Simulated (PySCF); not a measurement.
Ionisation energy of B⁺ by level of theory

B⁺ [He] 2s2 (1S) → B²⁺ [He] 2s1 (2S), as a difference of total energies. Computed with PySCF 2.14 in x2c-TZVPPall with one added diffuse shell each of s, p, d type (6s4p3d1f, 40 functions), with the spin-free X2C one-electron Hamiltonian (Gaussian nucleus). Correlated levels: valence: 1s2 frozen; valence and next inner shell: nothing frozen. The calculations carry no spin-orbit coupling.

```tsv
method	ionisation energy (eV)
UHF	23.447
LDA	24.551
PBE	24.607
PBE0	24.564
r2SCAN	24.260
PBEsol	24.413
revPBE	24.620
MP2 (valence)	24.415
SCS-MP2 (valence)	24.608
MP2 (valence and next inner shell)	24.427
SCS-MP2 (valence and next inner shell)	24.620
```

**Question.** Estimate what CAM-B3LYP gives.

**Answer.** 24.740 eV, closest to SCS-MP2 (valence and next inner shell) among the rows shown.

**Question.** Estimate what wB97X gives.

**Answer.** 24.261 eV, closest to r2SCAN among the rows shown.

Errors of the correlated levels include the incompleteness of this basis and the frozen core.

MP2 underrates the near-degeneracy of ns² with np² in the lower species.

For comparison: 25.155 eV (measured; NIST Atomic Spectra Database, ionization energies).
